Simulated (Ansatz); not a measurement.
Species: C₄H₁₂BN (charge 0, singlet). 
Coordinates optimised at B3LYP-D3(BJ)/def2-TZVP (Ansatz, a program for electronic structure):
SMILES: CCB(N)CC
```xyz
18

C     -1.4909    -1.4864     0.5435
C     -1.5372    -0.1432    -0.1989
B     -0.1525     0.6164    -0.3154
N     -0.1036     1.9903    -0.0459
C      1.1878    -0.1274    -0.7246
C      1.9891    -0.5975     0.5050
H     -0.7709    -2.1686     0.0869
H     -1.1964    -1.3537     1.5871
H     -2.4627    -1.9846     0.5385
H     -2.3045     0.4971     0.2510
H     -1.8789    -0.3295    -1.2267
H      0.7322     2.5440    -0.1414
H     -0.9031     2.5211     0.2586
H      0.9699    -0.9945    -1.3559
H      1.8240     0.5332    -1.3245
H      2.2654     0.2463     1.1413
H      1.4100    -1.2896     1.1191
H      2.9098    -1.1081     0.2141
```
Charge 0, spin multiplicity 1.

Total electronic energies in hartree. Valence correlation only, unless marked. Spin-orbit coupling is left out. No relativistic terms. CBS(X,Y): correlation extrapolated as X^-3; Hartree-Fock from the larger set.

```csv
level,program,energy (Eh)
r2SCAN-D4/def2-TZVPD,Ansatz + dftd4,-239.25166
PBE0/def2-QZVPP,Ansatz,-239.11913
BHLYP-D3(BJ)/def2-TZVPD,Ansatz + dftd3,-239.27036
HSE06-D4/def2-TZVPD,Ansatz + dftd4,-239.09629
MP2/cc-pwCVTZ,Ansatz,-238.78071
RI-MP2/aug-cc-pVTZ,Ansatz,-238.78361
CCSD/cc-pVQZ,Ansatz,-238.89654
CCSD(T)/STO-3G,Ansatz,-235.19240
"CCSD(T)/CBS(cc-pVTZ,cc-pVQZ)",Ansatz,-238.9841
```

Totals of different functionals don't rank their quality; only differences between species are comparable.
